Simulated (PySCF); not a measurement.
A calculated (M06-2X, PySCF 2.14, x2c-TZVPall, scalar relativity by spin-free X2C-1e) atom or ion has these occupied shells.

```tsv
shell	electrons	orbital energy (eV)	rms radius, mean of both spins (bohr)
1s α	1	-34537.3	0.0305
1s β	1	-34537.1	0.0305
2s α	1	-5438.9	0.124
2s β	1	-5438.8	0.124
2p α	3	-4890.5	0.111
2p β	3	-4890.4	0.111
3s α	1	-1147.6	0.327
3s β	1	-1147.4	0.327
3p α	3	-968.94	0.327
3p β	3	-968.75	0.327
3d α	5	-699.65	0.304
3d β	5	-699.57	0.304
4s α	1	-232.82	0.762
4s β	1	-232.56	0.762
4p α	3	-174.85	0.816
4p β	3	-174.50	0.816
4d α	5	-87.835	0.942
4d β	5	-87.433	0.942
5s α	1	-44.836	1.91
5s β	1	-40.609	1.91
5p α	3	-30.197	2.23
5p β	1	-28.301	2.23
```

(1) Name the element and its charge.

## Answers

(1) Xe²⁺ (xenon, charge +2), in [Kr] 4d10 5s2 5p4, high-spin 3P determinant.
